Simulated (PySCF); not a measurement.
GeH4S.
Cartesian coordinates in Å at the PBE0-D3(BJ)/def2-SVP level; atoms count from 1:
```
atom  x, y, z in Å
S1     1.4406   -1.0296   -0.3583
Ge2   -0.5787   -0.1195   -0.0937
H3     2.1039    0.0421    0.1282
H4    -0.8401    0.1993    1.3893
H5    -1.5595   -1.1895   -0.5926
H6    -0.7133    1.1644   -0.9318
```

The closed-shell ground state was solved at several levels (PySCF, density fitting, gas phase). Relativistic effects, spin–orbit coupling among them, are left out although an element past zinc is present.

```json
{"level": "PBE0/pcSseg-1", "basis functions": "85", "total energy (Eh)": "-2476.9670", "HOMO (eV)": "-7.35", "LUMO (eV)": "0.01", "gap (eV)": "7.36", "dipole (D)": "1.55"}
{"level": "CAM-B3LYP/def2-SVPD", "basis functions": "97", "total energy (Eh)": "-2477.3547", "HOMO (eV)": "-8.66", "LUMO (eV)": "0.45", "gap (eV)": "9.11", "dipole (D)": "1.38"}
```

Question: Estimate the row for PBE/pcSseg-2, a basis of 162 functions; the other rows only guide the guess.

Answer: Total energy -2477.1859 Eh, HOMO -6.13 eV, LUMO -1.10 eV, gap 5.03 eV, dipole 1.28 D.

Question: Over all these levels, which gives the widest orbital gap and which the narrowest?

Answer: CAM-B3LYP/def2-SVPD (range-separated hybrid) has the widest, 9.11 eV, and PBE/pcSseg-2 (GGA) the narrowest, 5.03 eV. Functional and basis both differ between the two, so the spread mixes both effects.

Question: How far do the dipole and the HOMO energy spread over the levels?

Answer: The dipole runs from 1.28 to 1.55 D (mean 1.40 D) and the HOMO from -8.66 to -6.13 eV.
